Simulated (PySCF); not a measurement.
Molecule: `[C@H]1(C(F)F)C=CCO1`, C5H6F2O.

Geometry (Å), atoms numbered from 1 in this order:
```xyz
14

F     1.1282   -0.7430   -1.6479
C     1.7074   -0.2861   -0.5139
F     2.5794    0.6780   -0.8934
C     0.6619    0.2895    0.4661
C    -0.3803    1.1023   -0.2502
C    -1.5402    0.4751   -0.1760
C    -1.3849   -0.7836    0.6181
O    -0.0431   -0.7598    1.0963
H     2.2735   -1.1138   -0.0628
H     1.2220    0.8584    1.2218
H    -0.1348    2.0158   -0.7559
H    -2.4807    0.7700   -0.5995
H    -1.5501   -1.6737   -0.0051
H    -2.0590   -0.8296    1.4804
```

Frames of a GFN2-xTB Langevin trajectory at 200 K; GIAO PBE0/pcSseg-1 shieldings in PySCF 2.14, gas phase, non-relativistic; equivalent atoms averaged within each frame.

Chemical shifts δ = σref − σ; CFCl3 for $^{19}$F (170.95 ppm); $^{13}$C (186.93 ppm), $^{1}$H (31.72 ppm) vs TMS; H2O for $^{17}$O (336.08 ppm), all at this level. The references are static minima.

How do the shifts (ppm) fluctuate along the trajectory?

Answers


```
         time (fs)      F3      F1     C5     C6     C2    C4    C7    O8   H11   H12
optimised geometry  -147.6  -149.4  131.0  139.1  122.7  92.7  82.0  46.7  6.11  6.29
               250  -155.1  -157.3  143.8  141.4  119.7  84.6  82.0  41.1  7.23  6.70
               425  -133.3  -151.5  133.2  142.6  124.8  93.9  84.4  41.4  6.16  6.43
               625  -123.9  -142.8  138.9  140.4  125.9  88.0  78.4  66.6  6.43  6.30
               800  -147.7  -129.7  126.7  136.4  123.6  95.2  83.1  79.5  6.10  6.04
              1000  -147.2  -156.6  124.5  134.9  125.4  95.0  79.2  47.9  5.56  6.48
    mean of frames  -141.4  -147.6  133.4  139.1  123.9  91.3  81.4  55.3  6.30  6.39
standard deviation    12.6    11.5    8.1    3.3    2.5   4.8   2.6  17.1  0.61  0.24
```

5 frames give an uncertainty of the mean of about the standard deviation over 2.2 at best, since frames this close in time may not be independent; classical motion lacks zero-point vibration, and the reference would need the same averaging.
